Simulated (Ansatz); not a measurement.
`CCBS[SiH3]` + `[OH][Sn][Cl]` → `[SiH3][O][Sn][Cl]` + `CCBS`  (ligand exchange at the Si–S bond)

Gas-phase electronic energies from Ansatz, PBE0-D4/def2-TZVP geometries. CBS: MP2 limit from def2 TZ/QZ plus the TZ coupled-cluster correction, frozen cores. This one scheme is used for every species. DFT in def2-TZVPP. B3LYP here is the variant with VWN-RPA as its local correlation; programs differ in this. HSE06 is defined as in plane-wave codes. Elements past krypton have def2 core potentials. For Sn outer-core shells are correlated without core-valence functions, which leaves a few kJ/mol of doubt a bond. Each species was taken in one conformer, which may not be the lowest.

`CCBS[SiH3]`:

Z-matrix (Å, degrees):
```
C
C 1 1.529
H 1 1.093 2 111.2
H 1 1.092 2 111.5 3 -119.9
H 1 1.093 2 111.2 3 119.6
B 2 1.560 1 114.1 3 -65.0
H 2 1.094 1 110.9 3 62.8
H 2 1.102 1 108.7 3 178.4
S 6 1.792 2 120.7 1 139.1
H 6 1.201 2 120.5 1 -42.1
Si 9 2.148 6 99.2 2 177.4
H 11 1.484 9 107.1 6 179.1
H 11 1.483 9 110.3 6 59.8
H 11 1.483 9 110.4 6 -61.6
```

`[OH][Sn][Cl]`:

```xyz
4

O     0.684   -0.707   -0.185
Sn   -0.339    0.628    0.846
Cl   -1.714    1.243   -0.972
H     1.369   -1.164    0.311
```

`[SiH3][O][Sn][Cl]`:

```xyz
7

Si    0.731   -0.418   -0.478
O    -0.438    0.703   -0.746
Sn   -1.930    1.573    0.188
Cl   -1.667    0.440    2.264
H     0.138   -1.736   -0.124
H     1.527   -0.571   -1.724
H     1.639    0.009    0.621
```

`CCBS`:

```xyz
11

C     0.726   -1.239   -0.410
C     0.409    0.067    0.319
B    -1.092    0.491    0.245
S    -1.685    2.150    0.006
H     0.559   -1.143   -1.485
H     0.090   -2.052   -0.053
H     1.766   -1.537   -0.264
H     0.617   -0.068    1.392
H     1.082    0.865   -0.011
H    -1.971   -0.313    0.377
H    -0.501    2.779   -0.114
```

```tsv
level	ΔE (kcal/mol)	difference from CCSD(T)/CBS
LDA (SPW92)	-12.0	2.7
revPBE-D4	-10.9	3.8
BLYP-D4	-14.9	-0.2
B97M-V	-15.2	-0.5
PBE0-D4	-12.5	2.2
B3LYP-D4	-15.8	-1.1
r2SCANh-D4	-13.9	0.8
r2SCAN0-D4	-14.2	0.5
HSE06-D4	-12.5	2.2
BHLYP-D4	-17.7	-3.0
CAM-B3LYP-D4	-16.9	-2.2
ωB97X-V	-14.9	-0.2
ωB97M-V	-14.9	-0.2
B2PLYP	-15.6	-0.9
PBE-QIDH	-13.9	0.8
PBE	-11.2	3.5
revPBE	-10.8	3.9
BLYP	-14.6	0.1
r2SCAN	-13.6	1.1
PBE0	-12.4	2.3
B3LYP	-15.5	-0.8
r2SCANh	-13.9	0.8
r2SCAN0	-14.2	0.5
HSE06	-12.3	2.4
BHLYP	-17.2	-2.5
CAM-B3LYP	-16.7	-2.0
LC-ωPBE	-13.7	1.0
RPA@PBE/def2-TZVPP	-15.8	-1.1
HF/def2-SVP	-20.4	-5.7
MP2/def2-SVP	-17.3	-2.6
CCSD/def2-SVP	-18.2	-3.5
CCSD(T)/def2-SVP	-17.7	-3.0
HF/def2-TZVPP	-19.4	-4.7
MP2/def2-TZVPP	-15.0	-0.3
CCSD(T)/def2-TZVPP	-15.5	-0.8
HF/def2-QZVPP	-19.6	-4.9
MP2/def2-QZVPP	-14.6	0.1
HF/CBS(def2)	-19.6	-4.9
MP2/CBS(def2)	-14.2	0.5
CCSD/CBS(def2)	-15.5	-0.8
CCSD(T)/CBS	-14.7	0
```

Largest T1 diagnostic among the species: 0.017.

Leaving LDA and LC-ωPBE aside and taking each functional with its dispersion term where it has one, the values spread over 6.8 kcal/mol, from BHLYP-D4 to revPBE-D4. LDA lies −0.8 kcal/mol from PBE without D4. In def2-TZVPP, CCSD(T) changes the Hartree–Fock value by +3.9 kcal/mol (the triples alone add +0.8 kcal/mol) and MP2 by +4.4 kcal/mol. From PBE to PBE0 (25 % exact exchange), in def2-TZVPP and without D4, ΔE moves by −1.2 kcal/mol.
